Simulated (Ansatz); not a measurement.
The lowest singlet and triplet of CH3N (SMILES C=N); geometries from B3LYP-D3(BJ)/def2-TZVP, each state relaxed from the structure named, with no frequency check.
Singlet at the triplet's geometry (charge 0, multiplicity 1):
| atom | x (Å) | y (Å) | z (Å) |
|---|---|---|---|
| C | -0.6012 | 0.1181 | -0.2142 |
| N | 0.6486 | -0.1339 | 0.2795 |
| H | -1.2983 | -0.7182 | -0.2436 |
| H | -1.0281 | 1.0971 | -0.0005 |
| H | 1.3938 | -0.1503 | -0.4268 |

A positive gap puts the triplet lower; no zero-point energy. R- takes a restricted singlet. The triplet is unrestricted in single-reference levels. Active spaces average the two states.

Frozen-core correlation.

The values were computed with Ansatz (Gaussian basis) for Hartree–Fock, density functionals and correlated methods. Values without a source in brackets are computed.

R-PBE/def2-TZVPP gives -7.45 kcal/mol for the gap E(singlet) − E(triplet), vertical, at the triplet's geometry.

Question: Where do these levels fall relative to PBE: R-r2SCAN/def2-TZVPP, R-B3LYP/def2-TZVPP, R-wB97M-V/def2-TZVPP, R-B2PLYP/def2-TZVPP, R-MP2/cc-pVQZ, R-CCSD(T)/cc-pVQZ, SC-NEVPT2 on SA-CASSCF(4,3)/cc-pVQZ, FIC-MRCISD+Q on SA-CASSCF(4,3)/cc-pVTZ.

Answer: R-r2SCAN/def2-TZVPP 8.64; R-B3LYP/def2-TZVPP 2.72; R-wB97M-V/def2-TZVPP 0.52; R-B2PLYP/def2-TZVPP -0.08; R-MP2/cc-pVQZ -6.98; R-CCSD(T)/cc-pVQZ -2.75; SC-NEVPT2 on SA-CASSCF(4,3)/cc-pVQZ -5.05; FIC-MRCISD+Q on SA-CASSCF(4,3)/cc-pVTZ -1.10 kcal/mol. 3 of 8 lie above PBE; the widest gap is to R-r2SCAN/def2-TZVPP.

Doubts at one or more of the structures used: a restricted determinant that unrestricted orbitals would lower (R-PBE/def2-TZVPP, R-r2SCAN/def2-TZVPP, R-B3LYP/def2-TZVPP, R-B2PLYP/def2-TZVPP, R-MP2/cc-pVQZ, R-CCSD(T)/cc-pVQZ).

Ansatz is an electronic-structure program.
